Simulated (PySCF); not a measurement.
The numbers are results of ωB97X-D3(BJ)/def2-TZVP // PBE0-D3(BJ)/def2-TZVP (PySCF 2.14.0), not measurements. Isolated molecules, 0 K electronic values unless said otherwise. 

Reference species (SMILES): `I[SiH]=C` (neutral, multiplicity 1).

```yaml
dipole_moment: 0.74 D
```

Changed species: `C=[SiH]C#N` (whole molecule; the reference has whole molecule).

Predict the effect on the dipole moment.

the dipole moment rises by 2.27 D, to 3.01 D.
